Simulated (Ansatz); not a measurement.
Coupled-cluster run, F$_{3}$GaH$_{3}$P.

```yaml
crystal:
  periodic: [false, false, false]
  atoms:
    - {symbol: F, position_ang: [1.794798, -1.369223, 2.048663]}
    - {symbol: P, position_ang: [1.506915, -0.259992, 0.979021]}
    - {symbol: F, position_ang: [-0.051271, -0.589180, 0.808950]}
    - {symbol: F, position_ang: [2.001281, -1.046041, -0.280792]}
    - {symbol: Ga, position_ang: [-1.310603, 0.790284, -0.865374]}
    - {symbol: H, position_ang: [-2.279965, 1.420187, 0.191961]}
    - {symbol: H, position_ang: [0.084124, 1.477260, -1.128993]}
    - {symbol: H, position_ang: [-1.745279, -0.423295, -1.753425]}
basis:
  gaussian: {orbitals: def2-SVP}
correlation: {method: ccsd_t}
```

```sh
$ ansatz run in.yaml --threads 4 --pin off --events-out ev --progress --plain --max-ram 10444MiB
```

The program prints (abridged):

```
Functional definition: HF
1025 factors; integrals over basis functions are off by at most 1.1e-3 eV
mean field evaluation 1: about -69753.6719 eV, gradient 3.7e1 eV
mean field evaluation 2: about -69753.7116 eV, gradient 3.7e1 eV
mean field evaluation 4: about -69756.4281 eV, gradient 2.7e0 eV
mean field evaluation 8: about -69756.4568 eV, gradient 1.6e-1 eV
mean field -69756.45693344 eV, -2563.5025096793 hartree, gradient 1.4e-6 eV, S^2 0.000000; 0 other end points of the search recorded, 0 dependent functions left out
17 core orbitals not correlated: weight in the atoms' cores, before any rotation towards them, 1.000 or more for the frozen orbitals, at most 0.000 for the correlated occupied ones
reference -69756.45693344 eV, -2563.5025096793 hartree; 21, 21 occupied and 69, 69 virtual orbitals, 1025 factors
second order -24.36674868 eV of doubles, -0.00000000 eV of singles
cycle   1  -24.08327079 eV  change    2.8e-1 eV  update   1.3e-1
cycle   2  -24.78607242 eV  change   -7.0e-1 eV  update   3.8e-2
cycle   3  -24.93853384 eV  change   -1.5e-1 eV  update   1.8e-2
cycle   4  -24.92312667 eV  change    1.5e-2 eV  update   3.5e-3
cycle   5  -24.92176716 eV  change    1.4e-3 eV  update   1.7e-3
cycle   6  -24.92254962 eV  change   -7.8e-4 eV  update   4.1e-4
cycle   7  -24.92234683 eV  change    2.0e-4 eV  update   1.6e-4
cycle   8  -24.92223576 eV  change    1.1e-4 eV  update   4.8e-5
cycle   9  -24.92226189 eV  change   -2.6e-5 eV  update   1.8e-5
perturbative correction -0.52423997 eV, -0.0192654635 hartree
Total energy: -69781.90343530 eV, -2564.4376513744 hartree
```

Run time 7 s (4 threads of an Arm Neoverse V1 on a shared host); peak host memory 0.5 GiB.

MP2 recovers 95.8 % of the CCSD(T) correlation energy and the triples give 2.1 %; T1 = 0.0125.
